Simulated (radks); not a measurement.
Values are calculated unless marked as measured or tabulated.
Problem. The mean radii <r> (bohr) of the occupied orbitals of an atom or ion are listed with their occupations. Code: a radial shooting solver on a logarithmic mesh with Libxc functionals. Model: scalar-relativistic Kohn-Sham, LDA (Slater exchange, Perdew-Zunger correlation), spin-polarised, spherical densities, finite nucleus; Fermi nuclear charge, rms radius of each element as measured or else 0.836 A^(1/3) + 0.57 fm.

orbital  occ.      <r>
1s up       1  0.04154
1s down     1  0.04154
2s up       1   0.1838
2s down     1   0.1838
2p up       3   0.1602
2p down     3   0.1602
3s up       1   0.5314
3s down     1   0.5312
3p up       3   0.5412
3p down     3   0.5409
3d up       5   0.5557
3d down     5   0.5542
4s up       1    1.497
4s down     1    1.500
4p up       3    1.728
4p down     1    1.744

Name the element and its charge. Open shells, if any, are filled with parallel spins first.

Solution. Z = 36, krypton, charge +2: Kr2+ in [Ar] 3d10 4s2 4p4. The 1s radius gives Z: for a bare nucleus <r> = (2 gamma + 1)/(2Z) with gamma = sqrt(1 - (Z/c)^2), 0.04069 bohr for Z = 36, and screening makes it slightly larger (0.04154 here). The occupations add up to 34, and the charge is Z minus that.
